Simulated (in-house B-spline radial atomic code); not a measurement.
Values are calculated unless marked as measured or tabulated.
Making a Troullier-Martins s channel for Ti, r_c = 2.52 bohr

Ti, [Ar] 3d2 4s2, non-relativistic LDA (VWN5), spherical and spin-unpolarised, from a B-spline radial code for spherical atoms (atomic units). The all-electron 4s level is ε = -0.167106 hartree, its outermost node lies just inside 1.28 bohr and its outer maximum at 2.90 bohr.

Inside r_c the pseudo-orbital is u(r) = r^1 exp(p(r)), with p = c0 + c2 r² + c4 r⁴ + … + c12 r¹². The seven coefficients follow from p and its first four derivatives at r_c, from zero curvature of the screened potential at the origin, c4 = −c2²/(2l + 5), and from the norm inside r_c. At r_c the all-electron orbital has P = 0.5654222, P' = 0.1208847, the screened potential V = -0.5075136, V' = 0.4124455, V'' = -0.5561065, and the norm inside is Q = 0.2299241.

(1) What are p, p' and p'' at r_c?

For a trial c2 the five matching conditions are linear in c0, c6, c8, c10 and c12, and c2 is varied until the norm inside r_c equals Q. The root nearest zero gives:

| n | c_n |
| --- | --- |
| 0 | -2.331409 |
| 2 | 0.355004 |
| 4 | -0.02520556 |
| 6 | -0.006024778 |
| 8 | 0.0009204922 |
| 10 | -3.088739e-05 |
| 12 | -5.498136e-07 |

(2) Check c4 and p(r_c), and find the screened pseudopotential at the origin.

Orbitals and screened potentials:

```csv
r (bohr),P,u,V all-electron,V pseudo
0.252,0.1511,0.02504,-44.84,0.8971
0.63,-0.2355,0.07017,-9.811,0.8677
1.008,-0.1738,0.1361,-3.83,0.7136
1.386,0.09764,0.2353,-1.899,0.3357
1.764,0.3359,0.365,-1.102,-0.1972
2.142,0.4887,0.49,-0.7152,-0.5562
2.52,0.5654,0.5654,-0.5075,-0.5075
```

Logarithmic derivatives P'/P at R = 2.82 bohr, for energies E around ε:

```csv
E − ε (hartree),all-electron,pseudo
-0.5,0.756872,0.74745
-0.25,0.445934,0.442363
-0.1,0.216516,0.215741
0,0.0372546,0.0372545
0.1,-0.170902,-0.172168
0.25,-0.5617,-0.574143
0.5,-1.62575,-1.76395
```

(3) With P(R) = 0.5860307 and a norm of 0.3302297 inside R, what slope in energy does norm conservation fix?

Answers

(1) p = ln(P/r_c^1) = ln(0.5654222/2.52) = -1.49444. p' = P'/P − 1/r_c = 0.21380 − 0.39683 = -0.18303. The radial equation gives p'' = 2(V − ε) − 2(1) p'/r_c − p'² = -0.68082 − (-0.14526) − 0.03350 = -0.56905. Differentiating, p''' = 2V' + 2(1)p'/r_c² − 2(1)p''/r_c − 2p'p'' = 1.0106, and p'''' = 2V'' − 4(1)p'/r_c³ + 4(1)p''/r_c² − 2(1)p'''/r_c − 2p''² − 2p'p''' = -2.5047.

(2) −c2²/5 = -0.0252056, as listed. The terms c_n r_c^n are -2.33141, 2.25442, -1.01648, -1.54292, 1.49701, -0.31900, -0.03606, which sum to -1.49444. Inverting the radial equation, V_l(r) = ε + 1 p'/r + (p'' + p'²)/2, so V_l(0) = ε + (2l + 3) c2 = -0.167106 + 3 × (0.355004) = 0.8979 hartree, finite where the all-electron potential diverges.

(3) d(P'/P)/dE = −2 × (norm inside R)/P(R)² = -1.9231 per hartree·bohr at E = ε, for both atoms, since orbital and norm agree at R. Differences over ±0.1 hartree give -1.9371 (all-electron) and -1.9395 (pseudo), which also hold third-order terms. Half a hartree below ε the two curves differ by -0.0094.
